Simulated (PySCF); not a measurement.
C7H12O2S.
Structure used (PBE0-D3(BJ)/def2-SVP), in Å, numbered top down from 1:
```xyz
22
C7H12O2S angstrom
C      2.9115    1.8957   -1.5001
C      2.3604    0.8431   -1.7309
C      1.6831   -0.4087   -1.9760
S      1.0849   -1.2202   -0.4552
O      0.2441   -2.3325   -0.9003
O      2.2550   -1.4620    0.3837
C      0.0321    0.0036    0.3747
C     -0.3492   -0.6179    1.7103
C     -1.1442    0.3826   -0.5174
C     -2.0749    1.4093    0.1104
H      3.4093    2.8263   -1.2971
H      0.8220   -0.3077   -2.6523
H      2.3585   -1.1776   -2.3858
H      0.7038    0.8644    0.5329
H      0.5489   -0.9193    2.2665
H     -0.9809   -1.5058    1.5575
H     -0.9047    0.1082    2.3200
H     -0.7612    0.7918   -1.4668
H     -1.6960   -0.5376   -0.7702
H     -2.8657    1.6950   -0.5987
H     -1.5325    2.3257    0.3922
H     -2.5695    1.0197    1.0123
```

Theory: PySCF 2.14.0, PBE0-D3(BJ)/def2-SVP geometry optimisation, gas phase.

Masses are those of the commonest isotopes; rigid-rotor values at the optimised geometry. The values belong to one conformer with, in the numbering `[CH:1]#[C:2][CH2:3][S:4](=[O:5])(=[O:6])[C@H:7]([CH3:8])[CH2:9][CH3:10]`, C2–C3–S4–O5 171°, C3–S4–C7–C8 -174°, S4–C7–C9–C10 180°.

What are A, B and C (cm⁻¹)?

Ia = 377.95, Ib = 517.45, Ic = 684.55 u·Å²; 505379 MHz·u·Å²/I gives 1337, 976.7 and 738.3 MHz, that is A = 0.04460, B = 0.03258, C = 0.02463 cm⁻¹.

What kind of rotor is it?

An asymmetric top: κ = (2 × 976.7 − 1337 − 738.3)/(1337 − 738.3) = -0.20.

What does the inertial defect say?

Not planar: Δ = Ic − Ia − Ib = -210.86 u·Å². For a rigid frame Δ = −2 Σ m c², so Σ m c² = 105.43 u·Å² lies off the ab plane: 20.87 from hydrogen and 84.55 from heavier atoms. The atom farthest from that plane is 2.06 Å away.

Where do the levels up to J = 2 lie, in cm⁻¹?

Above 0(0,0):
J = 1: 1(0,1) 0.0572, 1(1,1) 0.0692, 1(1,0) 0.0772
J = 2: 2(0,2) 0.1688, 2(1,2) 0.1757, 2(1,1) 0.1995, 2(2,1) 0.2356, 2(2,0) 0.2385
Those of J = 1 are B + C, A + C and A + B.

Predict some low-J microwave lines.

The dipole components are |μa| = 1.22 D, |μb| = 4.20 D, |μc| = 0.16 D. The squared components, which scale the intensities, stand as 0.08 : 1.00 : 0.00 (a : b : c). Some lines, for components of 0.1 D or more:

```tsv
type	branch	J(Ka,Kc)	MHz	lower level (cm⁻¹)
a	Q	3(2,1) ← 3(2,2)	372	0.407
c	Q	2(2,1) ← 2(1,1)	1082	0.200
a	R	1(0,1) ← 0(0,0)	1715	0.000
c	Q	3(3,1) ← 3(2,1)	2073	0.420
b	Q	3(3,0) ← 3(2,1)	2093	0.420
b	Q	4(1,3) ← 4(0,4)	2285	0.541
c	R	1(1,0) ← 0(0,0)	2314	0.000
b	Q	4(2,3) ← 4(1,4)	2735	0.543
b	R	2(0,2) ← 1(1,1)	2984	0.069
b	Q	4(4,0) ← 4(3,1)	3127	0.726
b	Q	4(4,1) ← 4(3,2)	3254	0.722
b	R	3(0,3) ← 2(1,2)	4651	0.176
b	R	4(2,2) ← 3(3,1)	5259	0.489
b	R	4(0,4) ← 3(1,3)	6225	0.334
a	R	4(3,2) ← 3(3,1)	6985	0.489
b	R	4(4,1) ← 3(3,0)	10219	0.489
c	R	4(4,0) ← 3(3,0)	10223	0.489
c	R	4(4,1) ← 3(3,1)	10240	0.489
```

Estimate the classical rotational partition function at 100 K, 200 K and 298.15 K.

Point group C1, symmetry number σ = 1; q = (√π/σ)·√((kT/h)³/(ABC)), k/h = 20836.6 MHz/K: 172000 at 100 K, 486000 at 200 K, 884000 at 298.15 K.

Stationary, but not proved a minimum. No vibrational averaging or centrifugal distortion is included, and the geometry carries the error of its method. A rigid rotor knows nothing of internal rotation, which can split or shift real lines.
